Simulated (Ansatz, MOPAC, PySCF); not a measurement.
Species: InO, net charge 0, doublet state. SMILES: [O]=[In]
Geometry: optimised at B3LYP-D3(BJ)/def2-TZVP (Ansatz, a program for electronic structure).

Quantity: size of the dipole moment, in D. Conventions: six Cartesian d functions in 6-31G* and its kin unless marked 5d; STO-3G and 3-21G all-electron and non-relativistic; UHF or UKS for open shells; no spin-orbit coupling; LANL2DZ with its own core potentials from Na on; def2 sets with scalar-relativistic core potentials past Kr. First-principles rows: single points at B3LYP-D3(BJ) geometries (Ansatz). Semi-empirical rows: dipoles at the shared geometry.

```json
[
 {"level": "PM3", "program": "MOPAC", "size of the dipole moment (D)": "2.76"},
 {"level": "BP86/def2-SVP", "program": "PySCF", "size of the dipole moment (D)": "3.55"},
 {"level": "B3LYP/3-21G", "program": "Ansatz", "size of the dipole moment (D)": "2.57"},
 {"level": "B3LYP/LANL2DZ", "program": "Ansatz", "size of the dipole moment (D)": "4.03"},
 {"level": "B3LYP/6-31G* with LANL2DZ past Ar", "program": "Ansatz", "size of the dipole moment (D)": "3.58"},
 {"level": "M06-2X/6-31G* with LANL2DZ past Ar (5d)", "program": "PySCF", "size of the dipole moment (D)": "3.70"}
]
```

No value to compare with is used here. The 6 habitual levels span 2.57 (B3LYP/3-21G) to 4.03 D (B3LYP/LANL2DZ).

The levels are drawn from those run, B3LYP/6-31G* more often than the rest, none by its result; runs whose electronic state is in doubt are left out.
